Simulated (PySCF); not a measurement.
CH5ClFNSi. Atoms are numbered in the order given.

```xyz
10

N     -1.4128    -1.2535     0.2089
Si    -0.3677    -0.0210    -0.3552
Cl    -0.4950     1.8020     0.6880
C      1.4363    -0.5351    -0.1022
F      1.7179    -1.6897    -0.8202
H     -2.3831    -1.2878    -0.0877
H     -1.2894    -1.6764     1.1238
H     -0.7085     0.2540    -1.7699
H      1.6388    -0.7116     0.9710
H      2.1146     0.2744    -0.4272
```
Charge 0, spin multiplicity 1.

Geometry: B3LYP-D3(BJ)/def2-SVP. The structure was generated by enumeration; whether it is a known compound was not checked. One conformer was computed; it need not be the lowest.

These are SMD-B3LYP/6-31G* (PySCF) values and carry that method's errors.

Solvation free energies are E(SMD) − E(gas) at the gas-phase geometry, for 1 M in both phases. In vacuum the dipole moment is 1.69 D.

| solvent | ΔG(solv) (kcal/mol) | its non-electrostatic (CDS) part | dipole (D) |
|---|---|---|---|
| water | -3.6 | 4.0 | 2.06 |
| acetonitrile | -6.9 | 0.6 | 2.06 |
| ethanol | -7.2 | 0.1 | 2.05 |
